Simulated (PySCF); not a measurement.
B(H)(OAc)(OH) (C2H5BO3), SMILES CC(=O)OBO.

The structure is a stationary point at PBE0-D3(BJ)/def2-SVP. The structure was generated by enumeration, and PubChem lists no compound with its InChIKey, so it may never have been made. One conformer was computed; it need not be the lowest.

These are PySCF with PBE0-D3(BJ)/def2-SVP values and carry that method's errors.

Frequencies are harmonic and unscaled.

**Question.** Estimate the vibrational spectrum. (An estimate is asked for; the answer gives what the named calculation found.)

**Answer.** 
```tsv
mode	ν (cm⁻¹)	IR (km/mol)	moving atoms (share of kinetic energy)
1	66	2.6	H 46 %, B 27 %, O 22 %
2	115	0.2	H 70 %, O 24 %
3	119	0.2	O 61 %, H 31 %
4	190	0.3	O 59 %, H 18 %, C 12 %, B 10 %
5	375	2.6	O 52 %, H 20 %, C 17 %, B 10 %
6	466	12.5	O 39 %, H 27 %, B 19 %, C 15 %
7	591	1.3	C 46 %, H 37 %, O 15 %
8	645	34.8	O 37 %, C 34 %, H 25 %
9	663	136.6	H 69 %, O 18 %
10	876	93.6	H 38 %, O 38 %, B 13 %, C 11 %
11	920	31.1	H 56 %, B 30 %, O 13 %
12	989	17.7	H 45 %, C 33 %, O 20 %
13	1039	38.6	H 66 %, O 27 %
14	1052	7.3	H 47 %, C 46 %
15	1089	10.4	H 64 %, O 23 %, C 11 %
16	1213	115.1	H 37 %, B 37 %, O 21 %
17	1280	536.0	C 47 %, O 25 %, H 25 %
18	1384	307.0	H 55 %, C 37 %
19	1434	9.5	H 94 %
20	1445	12.3	H 96 %
21	1452	377.4	B 64 %, O 22 %
22	1914	259.4	C 63 %, O 36 %
23	2706	87.9	H 90 %, B 10 %
24	3077	0.2	H 97 %
25	3168	0.7	H 91 %, C 9 %
26	3219	1.6	H 90 %, C 10 %
27	3877	75.0	H 94 %
```
